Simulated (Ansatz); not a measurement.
**From GeH3(CH3) to C4H12Ge: predicting a member**

On one C centre that keeps GeH3, n of the H ligands are replaced by CH3. The atomisation energy (no zero-point term) y in kJ/mol at MP2/def2-TZVPP. Shapes, held fixed at every level: PBE0-D4/def2-TZVP. Programs: Ansatz 0.2.0.

```
 molecule  n  y (kJ/mol)
GeH3(CH3)  0        2447
   C2H8Ge  1           ?
  C3H10Ge  2        4877
  C4H12Ge  3        6106
```

**Question.** Fit y = c + s·n to the known rows and predict C2H8Ge.

**Answer.** 
1. Means of the 3 rows: n = 1.66667, y = 4476.7.
2. Σ(Δn)² = 4.6667, Σ(Δn·Δy) = 5688.7, so the slope is 5688.7/4.6667 = 1219.
3. Intercept: 4476.7 − (1219) × 1.66667 = 2445.0. The largest residual of the fit is 6.0.
4. C2H8Ge: 2445.0 + (1219) × 1 = 3664 kJ/mol.

The run gave 3657 kJ/mol, so the prediction is off by +7 kJ/mol, about the scatter of the fit. The steps per swap are +1210, +1220, +1229 kJ/mol. The slope is the difference between a C–CH3 and a C–H bond with the ligands’ own bonds. Other levels give for C2H8Ge: SPW92/def2-TZVPP 4170; wB97M-V/def2-TZVPP 3720; wB97X-V/def2-TZVPP 3737 kJ/mol. Relativity is left out for Ge unless named. Correlated rows may include outer-core shells of Ge, which these sets cover unevenly.
